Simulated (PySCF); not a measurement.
From one molecule to another.

First species: C7H7FO.
SMILES with atom numbers: `[OH:1][CH2:2][c:3]1[cH:4][cH:5][c:6]([F:7])[cH:8][cH:9]1` (hydrogens: H10 on O1; H11, H12 on C2; H13 on C4; H14 on C5; H15 on C8; H16 on C9)

Geometry (PBE0-D3(BJ)/def2-SVP, Å), atoms numbered from 1 in this order:
```xyz
16
C7H7FO angstrom
O     -2.7210   -0.6933    0.6267
C     -2.0538   -0.0623   -0.4290
C     -0.5571    0.0077   -0.2437
C      0.1065   -0.9835    0.4862
C      1.4892   -0.9502    0.6487
C      2.2089    0.0867    0.0676
F      3.5323    0.1285    0.2197
C      1.5788    1.0873   -0.6627
C      0.1949    1.0418   -0.8093
H     -2.5286   -0.2001    1.4321
H     -2.2855   -0.6559   -1.3299
H     -2.4441    0.9568   -0.6235
H     -0.4808   -1.7875    0.9356
H      2.0187   -1.7166    1.2179
H      2.1774    1.8902   -1.0968
H     -0.3094    1.8318   -1.3734
```

Second species: C₃H₁₀GeN₂.
Bonds: C1–N2 (double), N2–Ge3, Ge3–N4, N4–C5, N4–C6. Hydrogens: H7, H8 on C1; H9, H10 on Ge3; H11, H12, H13 on C5; H14, H15, H16 on C6.

Levels: CAM-B3LYP/def2-SVPD for dipole moment, HOMO energy, LUMO energy, HOMO–LUMO gap, static isotropic polarisability and electronic spatial extent ⟨r²⟩ about the centre of nuclear charge; TDDFT CAM-B3LYP/def2-SVPD for lowest singlet excitation; TDA CAM-B3LYP/def2-SVPD for lowest triplet excitation (Tamm–Dancoff); ΔSCF CAM-B3LYP/def2-SVPD for vertical ionisation energy; PBE0-D3(BJ)/def2-SVP for rotational constant A and rotational constant C. Geometries: PBE0-D3(BJ)/def2-SVP. All species are isolated and taken at one optimised geometry, non-relativistic unless stated. Electronic properties by PySCF.

The conformers computed, where there is a choice (atom-mapped SMILES and torsion angles):
- `[OH:1][CH2:2][c:3]1[cH:4][cH:5][c:6]([F:7])[cH:8][cH:9]1`: O1–C2–C3–C4 30°, H–O1–C2–C3 59°
- `[CH2:1]=[N:2][GeH2:3][N:4]([CH3:5])[CH3:6]`: C1–N2–Ge3–N4 123°, N2–Ge3–N4–C5 48°

```tsv
property	column X	column Y
dipole moment	1.34 D	1.19 D
HOMO energy	-8.33 eV	-7.51 eV
LUMO energy	0.37 eV	0.48 eV
HOMO–LUMO gap	8.70 eV	7.99 eV
lowest singlet excitation	5.29 eV	4.21 eV
lowest triplet excitation (Tamm–Dancoff)	4.03 eV	3.57 eV
static isotropic polarisability	84.8 au	85.4 au
vertical ionisation energy	9.05 eV	8.10 eV
electronic spatial extent ⟨r²⟩ about the centre of nuclear charge	1346 bohr²	989 bohr²
rotational constant A	4.705 GHz	4.391 GHz
rotational constant C	0.796 GHz	1.307 GHz
```

(1) Which column belongs to which species?

(2) How does each property change from the first species to the second?

Answers

(1) Column X is the first species and column Y the second. The first has 16 atoms and 66 electrons, the second 16 and 74.

(2) dipole moment -0.15 D; HOMO energy +0.82 eV; LUMO energy +0.11 eV; HOMO–LUMO gap -0.71 eV; lowest singlet excitation -1.08 eV; lowest triplet excitation (Tamm–Dancoff) -0.46 eV; static isotropic polarisability +0.6 au; vertical ionisation energy -0.95 eV; electronic spatial extent ⟨r²⟩ about the centre of nuclear charge -357 bohr²; rotational constant A -0.314 GHz; rotational constant C +0.511 GHz.

On the first: In wavenumbers S1 is 42600 cm⁻¹ (1 eV = 8065.54 cm⁻¹).

On the second: In wavenumbers S1 is 34000 cm⁻¹ (1 eV = 8065.54 cm⁻¹). The polarisability is 12.65 Å³ as a volume (1 au = 0.148185 Å³), or 1.15 au for each of the 74 electrons. The calculation is non-relativistic and has no spin–orbit coupling, an omission that weighs most on germanium.
